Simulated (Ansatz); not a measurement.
`CC1(C)C(=O)C(C)(C)C1=O`, relaxed with RKS PBE0-D4/def2-TZVP in the Gaussian-basis code of Ansatz from a PBE-D4/def2-SVP geometry. The force threshold is 0.005 eV/Å; the program also tests the step.

Charge 0, multiplicity 1.

Start:

```xyz
22

C     1.229    1.914    0.647
C     0.238    0.755    0.817
C    -0.394    0.734    2.214
C     0.784   -0.620    0.345
O     1.680   -1.329    0.739
C    -0.238   -0.755   -0.817
C    -1.229   -1.913   -0.647
C     0.394   -0.734   -2.214
C    -0.784    0.620   -0.345
O    -1.680    1.329   -0.740
H     2.047    1.824    1.390
H     0.709    2.881    0.802
H     1.685    1.928   -0.363
H     0.396    0.623    2.985
H    -1.110   -0.104    2.336
H    -0.941    1.680    2.396
H    -2.046   -1.824   -1.391
H    -1.686   -1.927    0.363
H    -0.710   -2.881   -0.801
H     0.940   -1.681   -2.397
H    -0.396   -0.623   -2.985
H     1.110    0.103   -2.335
```

(1) By how much does the energy fall, and how many steps does the optimiser take? (An estimate is asked.)

(2) Which bonds change most? (Best estimate.)

(3) Give the relaxed structure. (Estimate.)

## Answers

(1) Ansatz gave: 9.75 kJ/mol, in 4 steps.

(2) The calculation gave: C3–H14 from 1.109 to 1.092 Å; C7–H19 from 1.109 to 1.092 Å; C8–H21 from 1.109 to 1.092 Å; C3–H16 from 1.109 to 1.092 Å.

(3) Computed: 
```xyz
22

C     1.218    1.897    0.642
C     0.236    0.748    0.808
C    -0.390    0.727    2.194
C     0.776   -0.614    0.341
O     1.661   -1.314    0.731
C    -0.236   -0.748   -0.809
C    -1.218   -1.897   -0.641
C     0.390   -0.728   -2.195
C    -0.776    0.614   -0.342
O    -1.661    1.314   -0.731
H     2.022    1.807    1.376
H     0.705    2.849    0.796
H     1.668    1.912   -0.353
H     0.389    0.619    2.951
H    -1.096   -0.098    2.314
H    -0.928    1.661    2.372
H    -2.022   -1.807   -1.375
H    -1.668   -1.911    0.354
H    -0.705   -2.849   -0.795
H     0.927   -1.662   -2.372
H    -0.390   -0.620   -2.952
H     1.096    0.097   -2.315
```
